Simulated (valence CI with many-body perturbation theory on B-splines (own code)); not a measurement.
Mo37+: what the settings do

Computed by configuration interaction combined with many-body perturbation theory (CI+MBPT): three valence electrons over a frozen Dirac-Fock core [He], a basis of 6 s, 6 p, 5 d, 3 f, 1 g functions for each j, with the one-electron correlation potential Σ1 (screened to all orders), the two-electron term Σ2, the three-electron term Σ3, Breit, model QED; selected single and double excitations, second order for the rest, scaled by the run's own slope (own B-spline code, finite nucleus).

The last digits are not significant, and no measured levels were compared; by estimate large intervals hold to a few tenths of a per cent, small ones and those within an open d or f shell to about a per cent.

The reference run has the lowest level (2s^2 2p1/2) J=1/2 and an ionisation energy of 5288.53 eV. Its largest variational space holds 4194 state functions.

Levels are named by their leading jj configuration (3d3/2^4 stands for four electrons in 3d with j = 3/2), which in mixed levels can hold well under half, so a name can repeat and another be missing. Letters in brackets count levels of one name in rising energy.

Changed runs:
A. natural orbitals for correlation on → off
B. scale of Σ2 1 → 0.5; cutoff of virtual states (hartree) 3528 → 10680
C. cutoff of virtual states (hartree) 3528 → 2670
D. start configuration 2s2 2p1 → 2s2 2p2 (bad on purpose)

Excitation energies of the reference run in cm⁻¹, and shifts in cm⁻¹:

```
                     Level  Reference      A      B      C
        (2s 2p1/2^2) J=1/2     895208   -673   +287   +7.3
        (2s^2 2p3/2) J=3/2     963885   -203    +38    -19
(2s 2p1/2 2p3/2) J=3/2 [a]    1605500  -2529   +248   -9.3
    (2s 2p1/2 2p3/2) J=5/2    1792380   -649   +344   -9.4
(2s 2p1/2 2p3/2) J=3/2 [b]    2104260  +2843   +751   -7.7
    (2s 2p1/2 2p3/2) J=1/2    2147340  +2916  +1242   -7.1
        (2s 2p3/2^2) J=5/2    2723550    -10   +405    -26
     (2p1/2^2 2p3/2) J=3/2    3114880  +2690  +1585   -8.3
        (2s 2p3/2^2) J=1/2    3162790  +3412   +503    -26
        (2s 2p3/2^2) J=3/2    3172490  +3431  +1338    -25
     (2p1/2 2p3/2^2) J=3/2    3908590  +1018  +1617    -24
     (2p1/2 2p3/2^2) J=5/2    4033050  +3356  +1462    -23
    Ionisation energy (eV)    5288.53  -0.49  +0.05  -0.01
```

Run D: It gave no result: the electrons of core and valence do not add up to the charge. The program said: "core and valence hold 6 electrons, the ion has 5".
